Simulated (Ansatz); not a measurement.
A run for Ansatz (a first-principles code): R-B3LYP/def2-TZVPP on C6H4 (SMILES [c]1cc[c]cc1), 2S+1 = 1, a spin state set in the input, which need not be the lowest, at the other state's geometry.

Ansatz 0.2 input:
```yaml
crystal:
  periodic: [false, false, false]
  atoms:
    - {symbol: C, position_ang: [-0.05218625, 1.31294762, -0.04253844]}
    - {symbol: C, position_ang: [1.19992370, 0.74936877, -0.03653916]}
    - {symbol: C, position_ang: [1.25565077, -0.65266204, 0.00888550]}
    - {symbol: C, position_ang: [0.05218625, -1.31294762, 0.04253844]}
    - {symbol: C, position_ang: [-1.19992370, -0.74936877, 0.03653916]}
    - {symbol: C, position_ang: [-1.25565077, 0.65266204, -0.00888550]}
    - {symbol: H, position_ang: [2.10456520, 1.34466816, -0.06508157]}
    - {symbol: H, position_ang: [2.20471377, -1.17495786, 0.01655227]}
    - {symbol: H, position_ang: [-2.10456520, -1.34466816, 0.06508157]}
    - {symbol: H, position_ang: [-2.20471377, 1.17495786, -0.01655227]}
basis:
  gaussian:
    orbitals: def2-TZVPP
hamiltonian:
  xc: {name: B3LYP}
```

The log:

```
WARN ansatz: RAYON_NUM_THREADS=6 ignored (pool sized by the plan → 6); use --threads N
Functional definition: B3LYP
integrals: 0.15 GiB planned
1316 factors; their error is unknown
mean field: 1.57 GiB planned
mean field evaluation 1: about -6274.7678 eV, gradient 6.0e1 eV
mean field evaluation 2: about -6269.7331 eV, gradient 7.5e1 eV
mean field evaluation 4: about -6283.7866 eV, gradient 2.8e0 eV
mean field evaluation 8: about -6283.8017 eV, gradient 6.4e-1 eV
mean field evaluation 16: about -6283.8032 eV, gradient 1.7e-4 eV
mean field -6283.80315594 eV, -230.9255066660 hartree, gradient 6.2e-6 eV, S^2 0.000000; 0 other end points of the search recorded, 0 dependent functions left out
reference -6283.80340877 eV, -230.9255159575 hartree; 20, 20 occupied and 222, 222 virtual orbitals, 1316 factors
Total energy: -6283.80340877 eV, -230.9255159575 hartree
```

Self-consistency was reached.

Cost: very roughly 7 core-seconds.
